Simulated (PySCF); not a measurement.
MgF, SMILES [Mg+][F], charge +1.

The structure is a stationary point at PBE0-D3(BJ)/def2-TZVPD. The spin state was assumed, not searched.

All values below come from r2SCAN/def2-TZVPD in PySCF.

The total energy is -299.64721 hartree, the point group comes out as C∞v and the highest occupied level comes out as -14.06 eV. The lowest empty level is -9.60 eV. The orbital gap is 4.46 eV, the dipole moment about the centre of nuclear charge comes out as 9.08 D and the mean static polarisability comes out as 11.4 bohr³ (1.69 Å³). The polarisability, principal values is 9.9, 9.9, 14.4 bohr³.
